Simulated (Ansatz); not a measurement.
CH9AlN2Si: the same geometry under several functionals.

```yaml
crystal:
  periodic: [false, false, false]
  atoms:
    - {symbol: N, position_ang: [-1.508626, 0.617613, 0.061030]}
    - {symbol: Si, position_ang: [0.106953, 1.035986, 0.809509]}
    - {symbol: C, position_ang: [1.148850, -0.126405, -0.176540]}
    - {symbol: N, position_ang: [1.557081, -1.383343, 0.459626]}
    - {symbol: Al, position_ang: [-0.455826, -0.410562, -1.404833]}
    - {symbol: H, position_ang: [-2.104347, 0.010775, 0.612791]}
    - {symbol: H, position_ang: [-2.071122, 1.402274, -0.245205]}
    - {symbol: H, position_ang: [-0.006324, 0.791667, 2.275494]}
    - {symbol: H, position_ang: [0.255400, 2.490336, 0.531266]}
    - {symbol: H, position_ang: [1.994512, 0.360654, -0.670686]}
    - {symbol: H, position_ang: [0.853018, -2.105523, 0.392932]}
    - {symbol: H, position_ang: [1.831219, -1.287866, 1.428344]}
    - {symbol: H, position_ang: [-0.611719, 0.488129, -2.713273]}
    - {symbol: H, position_ang: [-1.002069, -1.913133, -1.331655]}
basis:
  gaussian: {orbitals: def2-TZVPP}
hamiltonian: {xc: {name: B3LYP}, dispersion: d4}
output: {forces: true, orbitals: {seedname: orbitals}}
```

```sh
$ ansatz run in.yaml --threads 4 --pin off --events-out ev --progress --plain --max-ram 10444MiB
```

Output, abridged:

```
Functional definition: B3LYP
1605 factors; their error is unknown
mean field evaluation 1: about -18627.4204 eV, gradient 8.7e1 eV
mean field evaluation 2: about -18583.0122 eV, gradient 1.5e2 eV
mean field evaluation 4: about -18642.1908 eV, gradient 1.4e1 eV
mean field evaluation 8: about -18642.5684 eV, gradient 2.4e-1 eV
mean field evaluation 16: about -18642.5833 eV, gradient 2.4e-4 eV
mean field -18642.58327302 eV, -685.1022988867 hartree, gradient 5.4e-5 eV, S^2 0.000000; 0 other end points of the search recorded, 0 dependent functions left out
reference -18642.58359023 eV, -685.1023105440 hartree; 28, 28 occupied and 275, 275 virtual orbitals, 1605 factors
Total energy: -18643.14077963 eV, -685.1227868768 hartree
Atom 0 at    -1.508626     0.617613     0.061030 Å, force    -0.071663    -0.008399    -0.010731 eV/Å
Atom 1 at     0.106953     1.035986     0.809509 Å, force     0.103063     0.196975     0.235103 eV/Å
Atom 2 at     1.148850    -0.126405    -0.176540 Å, force    -0.015977     0.252109    -0.186370 eV/Å
Atom 3 at     1.557081    -1.383343     0.459626 Å, force     0.047304    -0.196336     0.125995 eV/Å
Atom 4 at    -0.455826    -0.410562    -1.404833 Å, force    -0.066515    -0.122720    -0.220198 eV/Å
Atom 5 at    -2.104347     0.010775     0.612791 Å, force    -0.021380     0.021338    -0.010128 eV/Å
Atom 6 at    -2.071122     1.402274    -0.245205 Å, force    -0.020503    -0.015105     0.011856 eV/Å
Atom 7 at    -0.006324     0.791667     2.275494 Å, force     0.007612     0.014086    -0.092138 eV/Å
Atom 8 at     0.255400     2.490336     0.531266 Å, force    -0.009084    -0.088383     0.015506 eV/Å
Atom 9 at     1.994512     0.360654    -0.670686 Å, force    -0.042995    -0.032188     0.038939 eV/Å
Atom 10 at     0.853018    -2.105523     0.392932 Å, force     0.033332    -0.021288     0.025272 eV/Å
Atom 11 at     1.831219    -1.287866     1.428344 Å, force     0.013973    -0.038989     0.000863 eV/Å
Atom 12 at    -0.611719     0.488129    -2.713273 Å, force     0.010505    -0.061897     0.082263 eV/Å
Atom 13 at    -1.002069    -1.913133    -1.331655 Å, force     0.032329     0.100798    -0.016230 eV/Å
Dipole moment:    -0.503376     0.385454     0.628306 e Å
```

It took 8 s on 4 threads of an Arm Neoverse V1 on a shared host, with 1.1 GiB of host memory at the peak.

The same input with `hamiltonian: {xc: {name: wB97M-V}}` (abridged; 17 s):

```
Functional definition: wB97M-V
mean field evaluation 16: about -18638.1732 eV, gradient 6.9e-5 eV
mean field -18638.17321909 eV, -684.9402323942 hartree, gradient 6.9e-5 eV, S^2 0.000000
Total energy: -18638.17328117 eV, -684.9402346753 hartree
Atom 0 force    -0.072721     0.029462     0.017455 eV/Å
Atom 1 force     0.100361     0.110659     0.162335 eV/Å
Atom 2 force    -0.081183     0.319343    -0.145909 eV/Å
Atom 3 force     0.026288    -0.217135     0.151645 eV/Å
Atom 4 force    -0.002147    -0.106096    -0.167978 eV/Å
Atom 5 force     0.007723     0.023429    -0.019184 eV/Å
Atom 6 force     0.003445    -0.029686     0.015703 eV/Å
Atom 7 force     0.015585     0.021571    -0.163553 eV/Å
Atom 8 force    -0.012982    -0.172206     0.019479 eV/Å
Atom 9 force    -0.071160    -0.037484     0.037411 eV/Å
Atom 10 force     0.045349     0.014862     0.015125 eV/Å
Atom 11 force    -0.018182    -0.014846    -0.044378 eV/Å
Atom 12 force     0.012223    -0.073683     0.122658 eV/Å
Atom 13 force     0.047401     0.131810    -0.000809 eV/Å
Dipole moment:    -0.511872     0.399014     0.638480 e Å
```

B3LYP takes the VWN-RPA correlation (the form of Gaussian; ORCA's B3LYP/G).
